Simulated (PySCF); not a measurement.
## `S(C)(=O)(=O)C1=CC=CC(O)=C1`, C7H8O3S

Geometry:
```
atom   x (Å)   y (Å)   z (Å)
  C1   2.904  -0.067   0.219
  S2   1.926   0.337  -1.220
  O3   2.251  -0.639  -2.256
  O4   2.076   1.773  -1.454
  C5   0.249   0.041  -0.686
  C6  -0.279  -1.242  -0.776
  C7  -1.589  -1.441  -0.339
  C8  -2.343  -0.384   0.158
  C9  -1.799   0.906   0.222
 O10  -2.581   1.894   0.694
 C11  -0.486   1.121  -0.204
 H12   2.750  -1.122   0.478
 H13   3.946   0.110  -0.083
 H14   2.623   0.597   1.045
 H15   0.319  -2.051  -1.199
 H16  -2.035  -2.436  -0.397
 H17  -3.371  -0.530   0.495
 H18  -2.101   2.729   0.663
 H19  -0.030   2.115  -0.193
```

Theory: quadratic response CAM-B3LYP/aug-cc-pVDZ first hyperpolarisability, Taylor convention, gas phase in PySCF 2.14.0. Geometry: PBE0-D3(BJ)/def2-SVP.

**Question.** Give β for the processes computed.

**Answer.** In 10⁻³⁰ esu, Taylor convention; the vector part is βᵢ = ⅓ Σⱼ (βᵢⱼⱼ + βⱼᵢⱼ + βⱼⱼᵢ); β∥ is 3/5 of the vector part along the dipole, the dipole points from − to +:
```tsv
process	λ (nm)	β vector norm	β∥	β HRS	depolarisation ratio
static β(0;0,0)	∞	2.27	-0.15	0.84	8.04
second harmonic β(−2ω;ω,ω)	1907	2.38	-0.14	0.89	8.19
Pockels β(−ω;ω,0)	1907	2.30	-0.15	–	–
second harmonic β(−2ω;ω,ω)	1064	2.69	-0.12	1.00	8.61
Pockels β(−ω;ω,0)	1064	2.39	-0.14	–	–
```

**Question.** Which lowest excitations, dipole and polarisabilities go with it?

**Answer.** S1 4.94 eV (f = 0.059); S2 5.77 eV (f = 0.023); S3 5.90 eV (f = 0.000); dipole 4.50 D; isotropic α 113.5 au static, 113.9 au at 1907 nm, 114.8 au at 1064 nm, 115.1 au at 953.5 nm, 119.1 au at 532 nm.
